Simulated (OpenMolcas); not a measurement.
## Levels of S+ by method

| Quantity | Value |
| --- | --- |
| Program | OpenMolcas |
| Basis | ANO-L-VQZP [6s5p3d2f] |
| Scalar Hamiltonian | non-relativistic, point nucleus |
| Active space | 3 electrons in 3 orbitals (3p) |
| State averaging | 2S+1 = 4 odd, 1 root; 2S+1 = 2 odd, 8 roots |
| Spin-orbit coupling | RASSI with atomic mean-field integrals over the reference wave functions, term energies averaged over their components |

Methods on the same reference wave functions:
A. CASSCF
B. SS-CASPT2, IPEA 0.25 Eh, imaginary shift 0.1 Eh (closed shells correlated: 2s 2p 3s)

Energies in cm-1 above 3s2 3p3 4S* 3/2, the measured ground level; measured values from NIST Handbook of Basic Atomic Spectroscopic Data.

```tsv
Level	A	B	Measured
3s2 3p3 4S* 3/2	0.0	0.0	0.0
3s2 3p3 2D* 3/2	19226	15480	14853
3s2 3p3 2D* 5/2	19244	15510	14885
3s2 3p3 2P* 1/2	31895	26110	24525
3s2 3p3 2P* 3/2	31919	26140	24572
```

Deviations, from unrounded energies. A percentage is the sum of absolute deviations over the sum of measured energies, with the sign that they share, or ± where signs differ.

| Against measurement | Levels | A | B |
| --- | --- | --- | --- |
| mean absolute deviation (cm-1) | 4 | 5900 | 1100 |
| other terms of the ground configuration (%) | 4 | +29.7 | +5.6 |

B lies closest to measurement on these levels. The largest miss of B in the table is 3s2 3p3 2P* 1/2, by +1600 cm-1. The ranking rests on the paired levels alone, and a cruder setting can come out closer through cancelling errors.

From A to B the spin-free energies of the other terms of 3s2 3p3 shown, above 4S*, scale by factors of 0.81 to 0.82.

The lowest spin-free term lies below A's lowest term by 0.134 hartree in B.

Term energies are means over components that CASPT2 splits; among the terms shown or strongly mixed into the levels shown the widest spread is 250 cm-1 (3s2 3p3 2D*, B). With the s shell closed, the reference lacks s² → p² mixing. Without dynamic correlation excited terms often stand tens of per cent too high (terms of higher spin than the ground term too low), and those without a measured partner can miss by more than the paired ones (holds for A). Computed and measured levels are paired by configuration, term and J; levels that our copy of the source lacks, or whose pairing is in doubt (as where it misses far off the trend of its configuration), stay unpaired and out of the deviations. Levels of configurations outside the active space are missing.

* marks odd parity.
